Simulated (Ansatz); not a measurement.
**Molecular dynamics of H2**

Input:

```yaml
crystal:
  periodic: [false, false, false]
  atoms:
    - { symbol: H, position_ang: [0.325564, -0.101122, 0.168733] }
    - { symbol: H, position_ang: [-0.325564, 0.101122, -0.168733] }
magnetization:
  spin_polarized: true
basis:
  gaussian: { orbitals: def2-SVP }
hamiltonian:
  xc: pbe0
  dispersion: d4
md:
  timestep: 0.25
  n_steps: 266
  ensemble: nve
  temperature: 200.0
  initial_velocities: maxwell_boltzmann
  seed: 917129
```

Launched with:

```bash
$ ansatz run input.yaml --threads 1 --pin off --max-ram 2048MiB --backend cpu --events-out ev --progress --plain --runs-dir out
```

It starts from a relaxed structure.

Output, in part (one step line in 3, the closing report, with atoms numbered from 0):

```
md step     0: t =     0.00 fs  T =   200.0 K  F+E_penalty+E_count = -31.66911338 eV  E_kin = 0.008617 eV  conserved = -31.66049604 eV  (17 SCF iters)
md step     3: t =     0.75 fs  T =   130.6 K  F+E_penalty+E_count = -31.66609555 eV  E_kin = 0.005629 eV  conserved = -31.66046678 eV  (12 SCF iters)
md step     6: t =     1.50 fs  T =    17.2 K  F+E_penalty+E_count = -31.66115015 eV  E_kin = 0.000741 eV  conserved = -31.66040949 eV  (13 SCF iters)
md step     9: t =     2.25 fs  T =    23.7 K  F+E_penalty+E_count = -31.66143307 eV  E_kin = 0.001020 eV  conserved = -31.66041290 eV  (12 SCF iters)
md step    12: t =     3.00 fs  T =   140.5 K  F+E_penalty+E_count = -31.66652518 eV  E_kin = 0.006054 eV  conserved = -31.66047155 eV  (12 SCF iters)
md step    15: t =     3.75 fs  T =   199.5 K  F+E_penalty+E_count = -31.66909024 eV  E_kin = 0.008595 eV  conserved = -31.66049566 eV  (13 SCF iters)
md step    18: t =     4.50 fs  T =   124.4 K  F+E_penalty+E_count = -31.66581927 eV  E_kin = 0.005361 eV  conserved = -31.66045870 eV  (13 SCF iters)
md step    21: t =     5.25 fs  T =    18.7 K  F+E_penalty+E_count = -31.66121966 eV  E_kin = 0.000806 eV  conserved = -31.66041386 eV  (13 SCF iters)
md step    24: t =     6.00 fs  T =    15.5 K  F+E_penalty+E_count = -31.66108083 eV  E_kin = 0.000668 eV  conserved = -31.66041256 eV  (13 SCF iters)
md step    27: t =     6.75 fs  T =   118.7 K  F+E_penalty+E_count = -31.66557272 eV  E_kin = 0.005116 eV  conserved = -31.66045622 eV  (12 SCF iters)
md step    30: t =     7.50 fs  T =   198.7 K  F+E_penalty+E_count = -31.66905588 eV  E_kin = 0.008561 eV  conserved = -31.66049529 eV  (12 SCF iters)
md step    33: t =     8.25 fs  T =   146.0 K  F+E_penalty+E_count = -31.66676551 eV  E_kin = 0.006291 eV  conserved = -31.66047466 eV  (13 SCF iters)
md step    36: t =     9.00 fs  T =    27.8 K  F+E_penalty+E_count = -31.66161544 eV  E_kin = 0.001200 eV  conserved = -31.66041572 eV  (13 SCF iters)
md step    39: t =     9.75 fs  T =    13.9 K  F+E_penalty+E_count = -31.66100541 eV  E_kin = 0.000597 eV  conserved = -31.66040837 eV  (12 SCF iters)
md step    42: t =    10.50 fs  T =   124.7 K  F+E_penalty+E_count = -31.66583895 eV  E_kin = 0.005374 eV  conserved = -31.66046467 eV  (13 SCF iters)
md step    45: t =    11.25 fs  T =   199.8 K  F+E_penalty+E_count = -31.66910569 eV  E_kin = 0.008609 eV  conserved = -31.66049715 eV  (12 SCF iters)
md step    48: t =    12.00 fs  T =   139.4 K  F+E_penalty+E_count = -31.66647183 eV  E_kin = 0.006006 eV  conserved = -31.66046609 eV  (13 SCF iters)
md step    51: t =    12.75 fs  T =    28.7 K  F+E_penalty+E_count = -31.66165575 eV  E_kin = 0.001237 eV  conserved = -31.66041859 eV  (12 SCF iters)
md step    54: t =    13.50 fs  T =     8.2 K  F+E_penalty+E_count = -31.66076552 eV  E_kin = 0.000355 eV  conserved = -31.66041026 eV  (13 SCF iters)
md step    57: t =    14.25 fs  T =   103.1 K  F+E_penalty+E_count = -31.66489147 eV  E_kin = 0.004441 eV  conserved = -31.66044997 eV  (13 SCF iters)
md step    60: t =    15.00 fs  T =   194.8 K  F+E_penalty+E_count = -31.66888626 eV  E_kin = 0.008393 eV  conserved = -31.66049345 eV  (13 SCF iters)
md step    63: t =    15.75 fs  T =   160.0 K  F+E_penalty+E_count = -31.66737772 eV  E_kin = 0.006896 eV  conserved = -31.66048174 eV  (12 SCF iters)
md step    66: t =    16.50 fs  T =    40.6 K  F+E_penalty+E_count = -31.66217016 eV  E_kin = 0.001747 eV  conserved = -31.66042299 eV  (12 SCF iters)
md step    69: t =    17.25 fs  T =     6.5 K  F+E_penalty+E_count = -31.66068554 eV  E_kin = 0.000280 eV  conserved = -31.66040512 eV  (12 SCF iters)
md step    72: t =    18.00 fs  T =   108.2 K  F+E_penalty+E_count = -31.66512054 eV  E_kin = 0.004663 eV  conserved = -31.66045727 eV  (12 SCF iters)
md step    75: t =    18.75 fs  T =   197.5 K  F+E_penalty+E_count = -31.66900594 eV  E_kin = 0.008509 eV  conserved = -31.66049739 eV  (12 SCF iters)
md step    78: t =    19.50 fs  T =   153.4 K  F+E_penalty+E_count = -31.66708331 eV  E_kin = 0.006610 eV  conserved = -31.66047319 eV  (12 SCF iters)
md step    81: t =    20.25 fs  T =    40.5 K  F+E_penalty+E_count = -31.66216756 eV  E_kin = 0.001744 eV  conserved = -31.66042406 eV  (12 SCF iters)
md step    84: t =    21.00 fs  T =     3.2 K  F+E_penalty+E_count = -31.66054662 eV  E_kin = 0.000138 eV  conserved = -31.66040886 eV  (13 SCF iters)
md step    87: t =    21.75 fs  T =    87.4 K  F+E_penalty+E_count = -31.66420887 eV  E_kin = 0.003765 eV  conserved = -31.66044381 eV  (12 SCF iters)
md step    90: t =    22.50 fs  T =   188.4 K  F+E_penalty+E_count = -31.66861019 eV  E_kin = 0.008120 eV  conserved = -31.66049054 eV  (12 SCF iters)
md step    93: t =    23.25 fs  T =   172.4 K  F+E_penalty+E_count = -31.66791588 eV  E_kin = 0.007428 eV  conserved = -31.66048785 eV  (13 SCF iters)
md step    96: t =    24.00 fs  T =    54.9 K  F+E_penalty+E_count = -31.66279784 eV  E_kin = 0.002367 eV  conserved = -31.66043105 eV  (12 SCF iters)
md step    99: t =    24.75 fs  T =     1.9 K  F+E_penalty+E_count = -31.66048305 eV  E_kin = 0.000080 eV  conserved = -31.66040328 eV  (12 SCF iters)
md step   102: t =    25.50 fs  T =    91.5 K  F+E_penalty+E_count = -31.66439003 eV  E_kin = 0.003940 eV  conserved = -31.66044959 eV  (13 SCF iters)
md step   105: t =    26.25 fs  T =   192.5 K  F+E_penalty+E_count = -31.66879238 eV  E_kin = 0.008296 eV  conserved = -31.66049638 eV  (12 SCF iters)
md step   108: t =    27.00 fs  T =   166.1 K  F+E_penalty+E_count = -31.66763796 eV  E_kin = 0.007158 eV  conserved = -31.66047984 eV  (13 SCF iters)
md step   111: t =    27.75 fs  T =    53.7 K  F+E_penalty+E_count = -31.66274316 eV  E_kin = 0.002313 eV  conserved = -31.66043018 eV  (12 SCF iters)
md step   114: t =    28.50 fs  T =     0.5 K  F+E_penalty+E_count = -31.66042919 eV  E_kin = 0.000021 eV  conserved = -31.66040840 eV  (13 SCF iters)
md step   117: t =    29.25 fs  T =    72.0 K  F+E_penalty+E_count = -31.66354160 eV  E_kin = 0.003104 eV  conserved = -31.66043790 eV  (12 SCF iters)
md step   120: t =    30.00 fs  T =   179.9 K  F+E_penalty+E_count = -31.66823595 eV  E_kin = 0.007749 eV  conserved = -31.66048672 eV  (12 SCF iters)
md step   123: t =    30.75 fs  T =   182.7 K  F+E_penalty+E_count = -31.66836602 eV  E_kin = 0.007873 eV  conserved = -31.66049287 eV  (12 SCF iters)
md step   126: t =    31.50 fs  T =    70.6 K  F+E_penalty+E_count = -31.66348002 eV  E_kin = 0.003040 eV  conserved = -31.66043968 eV  (12 SCF iters)
md step   129: t =    32.25 fs  T =     0.0 K  F+E_penalty+E_count = -31.66040405 eV  E_kin = 0.000001 eV  conserved = -31.66040295 eV  (12 SCF iters)
md step   132: t =    33.00 fs  T =    74.9 K  F+E_penalty+E_count = -31.66366815 eV  E_kin = 0.003226 eV  conserved = -31.66044189 eV  (12 SCF iters)
md step   135: t =    33.75 fs  T =   185.1 K  F+E_penalty+E_count = -31.66846946 eV  E_kin = 0.007975 eV  conserved = -31.66049406 eV  (12 SCF iters)
md step   138: t =    34.50 fs  T =   177.2 K  F+E_penalty+E_count = -31.66812119 eV  E_kin = 0.007635 eV  conserved = -31.66048589 eV  (12 SCF iters)
md step   141: t =    35.25 fs  T =    68.1 K  F+E_penalty+E_count = -31.66336898 eV  E_kin = 0.002932 eV  conserved = -31.66043685 eV  (12 SCF iters)
md step   144: t =    36.00 fs  T =     0.2 K  F+E_penalty+E_count = -31.66041590 eV  E_kin = 0.000007 eV  conserved = -31.66040891 eV  (12 SCF iters)
md step   147: t =    36.75 fs  T =    57.4 K  F+E_penalty+E_count = -31.66290574 eV  E_kin = 0.002473 eV  conserved = -31.66043238 eV  (13 SCF iters)
md step   150: t =    37.50 fs  T =   169.2 K  F+E_penalty+E_count = -31.66777418 eV  E_kin = 0.007292 eV  conserved = -31.66048209 eV  (13 SCF iters)
md step   153: t =    38.25 fs  T =   190.8 K  F+E_penalty+E_count = -31.66871693 eV  E_kin = 0.008220 eV  conserved = -31.66049675 eV  (12 SCF iters)
md step   156: t =    39.00 fs  T =    87.0 K  F+E_penalty+E_count = -31.66419680 eV  E_kin = 0.003748 eV  conserved = -31.66044860 eV  (13 SCF iters)
md step   159: t =    39.75 fs  T =     1.1 K  F+E_penalty+E_count = -31.66045090 eV  E_kin = 0.000047 eV  conserved = -31.66040415 eV  (12 SCF iters)
md step   162: t =    40.50 fs  T =    59.0 K  F+E_penalty+E_count = -31.66297565 eV  E_kin = 0.002541 eV  conserved = -31.66043442 eV  (12 SCF iters)
md step   165: t =    41.25 fs  T =   175.3 K  F+E_penalty+E_count = -31.66804489 eV  E_kin = 0.007554 eV  conserved = -31.66049057 eV  (12 SCF iters)
md step   168: t =    42.00 fs  T =   186.3 K  F+E_penalty+E_count = -31.66851993 eV  E_kin = 0.008029 eV  conserved = -31.66049117 eV  (13 SCF iters)
md step   171: t =    42.75 fs  T =    83.2 K  F+E_penalty+E_count = -31.66403015 eV  E_kin = 0.003586 eV  conserved = -31.66044393 eV  (13 SCF iters)
md step   174: t =    43.50 fs  T =     2.2 K  F+E_penalty+E_count = -31.66050703 eV  E_kin = 0.000097 eV  conserved = -31.66041038 eV  (13 SCF iters)
md step   177: t =    44.25 fs  T =    43.8 K  F+E_penalty+E_count = -31.66231644 eV  E_kin = 0.001889 eV  conserved = -31.66042737 eV  (12 SCF iters)
md step   180: t =    45.00 fs  T =   156.9 K  F+E_penalty+E_count = -31.66723749 eV  E_kin = 0.006761 eV  conserved = -31.66047682 eV  (12 SCF iters)
md step   183: t =    45.75 fs  T =   196.4 K  F+E_penalty+E_count = -31.66896013 eV  E_kin = 0.008461 eV  conserved = -31.66049932 eV  (12 SCF iters)
md step   186: t =    46.50 fs  T =   103.7 K  F+E_penalty+E_count = -31.66492755 eV  E_kin = 0.004470 eV  conserved = -31.66045756 eV  (12 SCF iters)
md step   189: t =    47.25 fs  T =     5.0 K  F+E_penalty+E_count = -31.66062218 eV  E_kin = 0.000215 eV  conserved = -31.66040686 eV  (12 SCF iters)
md step   192: t =    48.00 fs  T =    44.2 K  F+E_penalty+E_count = -31.66233266 eV  E_kin = 0.001905 eV  conserved = -31.66042745 eV  (13 SCF iters)
md step   195: t =    48.75 fs  T =   163.5 K  F+E_penalty+E_count = -31.66752919 eV  E_kin = 0.007043 eV  conserved = -31.66048597 eV  (12 SCF iters)
md step   198: t =    49.50 fs  T =   193.3 K  F+E_penalty+E_count = -31.66882302 eV  E_kin = 0.008327 eV  conserved = -31.66049556 eV  (13 SCF iters)
md step   201: t =    50.25 fs  T =    98.9 K  F+E_penalty+E_count = -31.66471080 eV  E_kin = 0.004260 eV  conserved = -31.66045130 eV  (13 SCF iters)
md step   204: t =    51.00 fs  T =     6.7 K  F+E_penalty+E_count = -31.66070051 eV  E_kin = 0.000288 eV  conserved = -31.66041281 eV  (12 SCF iters)
md step   207: t =    51.75 fs  T =    31.7 K  F+E_penalty+E_count = -31.66178760 eV  E_kin = 0.001365 eV  conserved = -31.66042299 eV  (13 SCF iters)
md step   210: t =    52.50 fs  T =   143.2 K  F+E_penalty+E_count = -31.66664016 eV  E_kin = 0.006169 eV  conserved = -31.66047108 eV  (12 SCF iters)
md step   213: t =    53.25 fs  T =   199.4 K  F+E_penalty+E_count = -31.66909040 eV  E_kin = 0.008590 eV  conserved = -31.66050063 eV  (12 SCF iters)
md step   216: t =    54.00 fs  T =   120.3 K  F+E_penalty+E_count = -31.66565145 eV  E_kin = 0.005185 eV  conserved = -31.66046630 eV  (13 SCF iters)
md step   219: t =    54.75 fs  T =    11.6 K  F+E_penalty+E_count = -31.66091271 eV  E_kin = 0.000502 eV  conserved = -31.66041102 eV  (12 SCF iters)
md step   222: t =    55.50 fs  T =    31.0 K  F+E_penalty+E_count = -31.66175807 eV  E_kin = 0.001337 eV  conserved = -31.66042122 eV  (12 SCF iters)
md step   225: t =    56.25 fs  T =   149.8 K  F+E_penalty+E_count = -31.66693566 eV  E_kin = 0.006455 eV  conserved = -31.66048037 eV  (12 SCF iters)
md step   228: t =    57.00 fs  T =   197.8 K  F+E_penalty+E_count = -31.66902157 eV  E_kin = 0.008523 eV  conserved = -31.66049892 eV  (13 SCF iters)
md step   231: t =    57.75 fs  T =   114.6 K  F+E_penalty+E_count = -31.66539437 eV  E_kin = 0.004936 eV  conserved = -31.66045879 eV  (13 SCF iters)
md step   234: t =    58.50 fs  T =    13.4 K  F+E_penalty+E_count = -31.66099186 eV  E_kin = 0.000576 eV  conserved = -31.66041615 eV  (12 SCF iters)
md step   237: t =    59.25 fs  T =    21.2 K  F+E_penalty+E_count = -31.66133159 eV  E_kin = 0.000912 eV  conserved = -31.66041932 eV  (12 SCF iters)
md step   240: t =    60.00 fs  T =   128.4 K  F+E_penalty+E_count = -31.66599767 eV  E_kin = 0.005533 eV  conserved = -31.66046500 eV  (12 SCF iters)
md step   243: t =    60.75 fs  T =   199.7 K  F+E_penalty+E_count = -31.66910557 eV  E_kin = 0.008605 eV  conserved = -31.66050069 eV  (12 SCF iters)
md step   246: t =    61.50 fs  T =   136.3 K  F+E_penalty+E_count = -31.66634822 eV  E_kin = 0.005874 eV  conserved = -31.66047458 eV  (13 SCF iters)
md step   249: t =    62.25 fs  T =    20.8 K  F+E_penalty+E_count = -31.66131375 eV  E_kin = 0.000897 eV  conserved = -31.66041650 eV  (12 SCF iters)
md step   252: t =    63.00 fs  T =    19.8 K  F+E_penalty+E_count = -31.66126887 eV  E_kin = 0.000853 eV  conserved = -31.66041596 eV  (12 SCF iters)
md step   255: t =    63.75 fs  T =   134.8 K  F+E_penalty+E_count = -31.66628006 eV  E_kin = 0.005806 eV  conserved = -31.66047392 eV  (12 SCF iters)
md step   258: t =    64.50 fs  T =   199.8 K  F+E_penalty+E_count = -31.66910924 eV  E_kin = 0.008608 eV  conserved = -31.66050116 eV  (13 SCF iters)
md step   261: t =    65.25 fs  T =   129.9 K  F+E_penalty+E_count = -31.66606403 eV  E_kin = 0.005598 eV  conserved = -31.66046627 eV  (13 SCF iters)
md step   264: t =    66.00 fs  T =    22.1 K  F+E_penalty+E_count = -31.66137440 eV  E_kin = 0.000954 eV  conserved = -31.66042036 eV  (18 SCF iters)
md step   266: t =    66.50 fs  T =     0.6 K  F+E_penalty+E_count = -31.66043867 eV  E_kin = 0.000027 eV  conserved = -31.66041164 eV  (18 SCF iters)
Total energy: -31.66044991 eV, -1.1635000741 hartree
Atom 0 at     0.335225    -0.104123     0.173740 Å, force    -0.642478     0.199557    -0.332983 eV/Å
Atom 1 at    -0.335225     0.104123    -0.173740 Å, force     0.642478    -0.199557     0.332983 eV/Å
Dipole moment:     0.000000    -0.000000     0.000000 e Å
```

The run went to its last step. The conserved energy stayed within 0.047 meV per atom of its start (net change 0.042 meV per atom), so the integration is sound. The temperature averaged 0.51 of the 200 K drawn at the start: a run that starts near a minimum puts about half its kinetic energy into the potential. A run of 0.067 ps of so small a system gives no equilibrium averages.

The same pairs are bonded in the first frame and the last. Pairs count as bonded within 1.25 times the sum of covalent radii (0.12 Å more for H–H).

Last frame:

```xyz
2
Properties=species:S:1:pos:R:3
H 0.335 -0.104 0.174
H -0.335 0.104 -0.174
```

Time of the run: 110 s on 1 thread of AMD EPYC (Zen 3) (shared host), peak memory 0.078 GiB.
